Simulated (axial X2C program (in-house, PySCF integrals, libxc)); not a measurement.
Levels of CdSe⁻ by electron attachment to CdSe (EOM-EA-CCSD)

Calculated with an axial X2C code built on PySCF integrals: two-component X2C with atomic mean-field Coulomb and Gaunt terms, Gaussian nuclei, basis Cd dyall-acv3z, Se dyall-acv3z with contracted cores.

R = 2.580 Å (near the PBE0 minimum at charge 0 of the determinant lowest at the starting distance; the state shown can have its own minimum elsewhere, which is not the closed-shell reference).

Hartree–Fock spinors of CdSe (one of each Kramers pair; a window near the gap, which can cut inner shells):

```csv
ω,occupied,ε (eV),character
3/2,yes,-21.21,99% Cd d
5/2,yes,-21.17,100% Cd d
1/2,yes,-20.84,"72% Cd d, 23% Se s"
1/2,yes,-9.71,"60% Se p, 32% Cd s, 3% Se s"
3/2,yes,-8.20,"90% Se p, 5% Cd p, 4% Cd d"
1/2,yes,-8.17,"75% Se p, 13% Cd s, 5% Cd p"
1/2,no,-1.52,"37% Cd p, 30% Se p, 28% Cd s"
1/2,no,0.24,"78% Cd p, 20% Cd s"
1/2,no,0.28,"94% Cd p, 3% Cd d"
3/2,no,0.29,"95% Cd p, 3% Cd d"
1/2,no,0.76,"71% Cd s, 25% Cd p"
1/2,no,0.95,"83% Cd p, 10% Cd d, 5% Se d"
```

Levels of CdSe⁻ obtained by attaching an electron to CdSe:

| Ω | binding energy (eV) | above lowest (cm⁻¹) | attached spinor | one-particle weight |
| --- | --- | --- | --- | --- |
| 1/2 | 2.137 | 0 | 33% Cd pσ, 30% Se pσ, 26% Cd sσ | 0.94 |
| 1/2 | -0.138 | 18351 | 82% Cd pπ | 0.98 |
| 3/2 | -0.169 | 18603 | 90% Cd pπ | 0.98 |
| 1/2 | -0.187 | 18743 | 68% Cd pσ, 25% Cd sσ | 0.99 |
| 1/2 | -0.623 | 22263 | 68% Cd sσ, 27% Cd pσ | 0.96 |
| 1/2 | -0.660 | 22560 | 89% Cd pπ | 0.97 |
| 3/2 | -0.697 | 22859 | 88% Cd pπ, 7% Cd dπ | 0.95 |

Q: What is the splitting of the first π pair in the table, and is it regular or inverted?

A: E(3/2) − E(1/2) = 18603 − 18351 = 252 cm⁻¹ at EOM-EA-CCSD: regular, Ω = 1/2 lower. Splittings at this level can be off by ten to twenty per cent.

Negative binding energies belong to unbound states, resonances or levels that the basis set holds; within some tenths of an eV of zero the sign is not settled.

This point took 25 s on 1 thread of Arm Neoverse V2 (shared host).

Reference electrons by ω block (each with its −ω partner): 1/2: 26, 3/2: 12, 5/2: 3. 18 electrons of CdSe correlated (inner shells frozen), 84 natural virtual spinors (a truncated set); levels can be off by some tenths of an eV. Roots sought by Ω: (1/2: 5, 3/2: 4, 5/2: 2, 7/2: 1); the list ends where they run out and leaves out roots under 60 % one-particle weight. The solver can skip a root, and states that need a further excitation, which the method places far too high, are missing though they may lie low or lowest. T1 of the reference 0.040 (Lee–Taylor). Number of frozen shells: Cd 4 s, 3 p, 1 d; Se 3 s, 2 p, 1 d. The closed-shell reference lies 0.08 eV above the lowest PBE0 determinant. Large amplitudes in the reference (orbital relaxation or multireference character) lower the reliability.
